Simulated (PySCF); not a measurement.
Does the structure fit the spectrum?

A compound C₆H₉NP₂ gives the data below (simulated from a calculation) and was assigned the structure `CN(C)c1cpcpc1`.

13C{1H} NMR (computed): δ 179.7 (C), 166.8 (CH), 150.4 (CH), 138.6 (CH), 44.3 (CH3, 2C).

1H NMR (400 MHz, computed): δ 9.55 (m, 1H), 8.86 (m, 1H), 8.21 (m, 1H), 3.36 (s, 6H).

- structure optimised with GFN2-xTB
- shieldings: GIAO PBE0/pcSseg-1
- program: PySCF
- relativity neglected, in vacuum, one conformer, equivalent nuclei averaged

Referencing at the same level of theory: 1H and 13C against TMS.

(1) Compare with the shifts computed for the proposed structure, pairing carbons in order of shift.

(2) Which isomer fits?

Answers

(1) Numbering as in the mapped SMILES `[CH3:1][N:2]([CH3:3])[c:4]1[cH:5][p:6][cH:7][p:8][cH:9]1`. Each H is labelled by its parent atom.

```tsv
atom	computed for proposal	given list	difference
C7	172.1	179.7	-7.6
C4	153.7	166.8	-13.1
C5	141.1	150.4	-9.3
C9	141.1	138.6	+2.5
C1	40.8	44.3	-3.5
C3	40.8	44.3	-3.5
```

The rms difference is 7.6 ppm and the largest -13.1 ppm at C4 (aromatic carbon bearing nitrogen). The proposal also would give 4 carbon signals, not 5. The carbon types in order of shift don't match either: CH, C, CH, CH, CH3, CH3 for the proposal against C, CH, CH, CH, CH3, CH3 in the data. The proposal doesn't fit.

(2) SMILES c1cpcc(N(C)C)p1.

1. δC 179.7: aromatic carbon bearing nitrogen; the electronegative substituent deshields the carbon that carries it.
2. δC 166.8, 150.4, 138.6: aromatic CH.
3. δH 9.55, 8.86, 8.21: hydrogen on an aromatic CH; it sits in the deshielding region of the aromatic ring current.
4. δH 3.36: hydrogen on a methyl carbon bonded to N; its carbon carries N, hence the downfield position.

The data come from this structure; uniqueness wasn't tested.

Splittings by 31P in the carbon and heteronuclear signals aren't shown, as no couplings were computed. Shifts are as computed. Against solution values, carbons near 30 ppm lie about +3 ppm off and those near 130 ppm about +5 ppm. Of 1211 compounds with measured shifts, 218 miss one by over three times the rms of a fit or turn the order of signals round; such compounds aren't used in these exercises. No couplings were computed; multiplicities are counted from neighbouring protons, with m where these are inequivalent, close in shift, in a saturated or five-membered ring or joined by F or P, and br s for small geminal =CH2 splittings.
